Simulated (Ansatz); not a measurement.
Two isomers of C2H8B2Si: A = `[SiH3]BB1CC1`, B = `BC1(B)C[SiH2]1`.

Isolated molecules relaxed with PBE0-D4/def2-TZVP in Ansatz; ΔE leaves out vibrations. CCSD(T)/CBS is the MP2 limit (def2-TZVPP, def2-QZVPP) plus CCSD(T) − MP2 in def2-TZVPP, frozen cores. Functionals use def2-TZVPP. Each species was taken in one conformer, which may not be the lowest.

Which isomer does CCSD(T)/CBS put lower? Give the gap. (An estimate is asked.)

The calculation gave: B, by 78.4 kJ/mol.

Give E(B) − E(A) in kJ/mol with HF/def2-TZVPP, CCSD(T)/def2-TZVPP, MP2/def2-TZVPP, B2PLYP, CCSD/def2-TZVPP, PBE0-D4, ωB97M-V. (Best estimate.)

The calculation gave: HF/def2-TZVPP -64.0, CCSD(T)/def2-TZVPP -77.6, MP2/def2-TZVPP -96.9, B2PLYP -66.9, CCSD/def2-TZVPP -73.8, PBE0-D4 -57.0, ωB97M-V -75.7. None reverses the order clearly.

Largest T1 diagnostic: 0.016.

The D4 term adds −8.7 kJ/mol with B3LYP and −4.1 kJ/mol with PBE0; it sums over pairs of atoms, weighted by their polarisabilities, and B3LYP, whose exchange is more repulsive, gets the larger term. From PBE to PBE0 (25 % exact exchange), in def2-TZVPP and without D4, E(B) − E(A) moves by −11.9 kJ/mol.

B3LYP here is the variant with VWN-RPA as its local correlation; programs differ in this.
